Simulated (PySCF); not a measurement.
Molecule: SMILES CCCS(=O)(=O)Cl, C$_{3}$H$_{7}$ClO$_{2}$S.

Molfile (atoms numbered from 1):
```
C3H7ClO2S
     RDKit          3D

 14 13  0  0  0  0  0  0  0  0999 V2000
   -3.3935    3.5206   -1.1723 C   0  0  0  0  0  0  0  0  0  0  0  0
   -4.1714    2.7956   -2.2590 C   0  0  0  0  0  0  0  0  0  0  0  0
   -5.0726    1.6781   -1.7674 C   0  0  0  0  0  0  0  0  0  0  0  0
   -6.5451    2.1925   -0.8830 S   0  0  0  0  0  6  0  0  0  0  0  0
   -7.3345    1.0185   -0.5844 O   0  0  0  0  0  0  0  0  0  0  0  0
   -6.2290    3.1727    0.1342 O   0  0  0  0  0  0  0  0  0  0  0  0
   -7.5389    3.2189   -2.4322 Cl  0  0  0  0  0  0  0  0  0  0  0  0
   -2.7915    2.8153   -0.5777 H   0  0  0  0  0  0  0  0  0  0  0  0
   -4.0641    4.0525   -0.4843 H   0  0  0  0  0  0  0  0  0  0  0  0
   -2.7053    4.2529   -1.6182 H   0  0  0  0  0  0  0  0  0  0  0  0
   -4.7766    3.5021   -2.8501 H   0  0  0  0  0  0  0  0  0  0  0  0
   -3.4740    2.3289   -2.9743 H   0  0  0  0  0  0  0  0  0  0  0  0
   -4.5788    1.0223   -1.0299 H   0  0  0  0  0  0  0  0  0  0  0  0
   -5.4713    1.0494   -2.5763 H   0  0  0  0  0  0  0  0  0  0  0  0
  1  2  1  0
  2  3  1  0
  3  4  1  0
  4  5  2  0
  4  6  2  0
  4  7  1  0
  1  8  1  0
  1  9  1  0
  1 10  1  0
  2 11  1  0
  2 12  1  0
  3 13  1  0
  3 14  1  0
M  END
```

Geometry PBE0-D3(BJ)/def2-SVP throughout; GIAO in PySCF, gas phase, one conformer, non-relativistic; equivalent atoms averaged; basis pcSseg-1.

Question: How do the absolute shieldings σ depend on the functional? (ppm; last column core-seconds on 1 thread of an Arm Neoverse V1, shared host; the GGAs took longer than the global hybrids here, which isn't the general rule, and the cause wasn't traced)

Answer: 
```tsv
functional	kind	C3	C2	C1	S4	O5/O6	Cl7	H13/H14	H11/H12	H8/H9/H10	core-s
HF	Hartree–Fock	127.4	174.1	178.2	129.4	55.6	450.9	28.81	29.97	30.33	9.7
BLYP	GGA	98.2	151.6	161.2	100.7	-36.0	256.9	28.17	29.41	30.10	29
OPBE	GGA	115.8	163.6	171.9	165.5	-10.9	330.6	28.04	29.29	30.01	30
KT2	GGA	110.0	160.4	169.4	158.8	-28.4	321.4	27.99	29.23	29.94	31
BHandHLYP	global hybrid	112.8	164.4	170.9	100.9	6.4	344.2	28.43	29.63	30.14	17
wB97X-D	range-separated hybrid	111.8	164.5	171.5	114.6	-5.4	317.5	28.33	29.57	30.11	23
```

Question: Which nucleus moves most, in ppm?

Answer: Cl7 (chlorine bonded to S): from 256.9 ppm with BLYP to 450.9 ppm with HF. The smallest spread is 0.38 ppm, at H8/H9/H10. Proton shifts span only some 12 ppm, so a few tenths of a ppm matter as much there as several ppm in carbon.
